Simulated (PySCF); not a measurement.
C₄H₅F.

```xyz
10

C     -0.1358    -2.2169     0.0000
C     -0.0175    -0.9148     0.0000
C      0.0639     0.3955     0.0000
C     -1.0699     1.3575     0.0000
F      1.2656     1.0006     0.0000
H     -0.1847    -2.7892    -0.9346
H     -0.1847    -2.7892     0.9346
H     -2.0324     0.8313     0.0000
H     -1.0162     2.0068     0.8887
H     -1.0162     2.0068    -0.8887
```

Geometry optimised at PBE0-D3(BJ)/def2-SVP.

These are PBE/pcSseg-1 in PySCF values and carry that method's errors. Non-relativistic, no solvent.

Question: Give the absolute GIAO shielding of each atom: isotropic value and principal components (ppm). (The exact figures need the calculation; the answer reports its results.)

Answer: 
| atom | σ(iso) | σ11 | σ22 | σ33 | span |
|---|---|---|---|---|---|
| C1 | 85.6 | 6.1 | 89.2 | 161.5 | 155.4 |
| C2 | -34.0 | -57.5 | -50.8 | 6.2 | 63.7 |
| C3 | 33.5 | -22.5 | 44.7 | 78.4 | 100.9 |
| C4 | 159.7 | 143.9 | 157.0 | 178.2 | 34.3 |
| F5 | 300.2 | 216.7 | 319.8 | 364.1 | 147.3 |
| H6 | 25.5 | 23.9 | 24.4 | 28.2 | 4.3 |
| H7 | 25.5 | 23.9 | 24.4 | 28.2 | 4.3 |
| H8 | 29.5 | 26.0 | 28.1 | 34.4 | 8.4 |
| H9 | 29.0 | 25.7 | 27.1 | 34.2 | 8.5 |
| H10 | 29.0 | 25.7 | 27.1 | 34.2 | 8.5 |
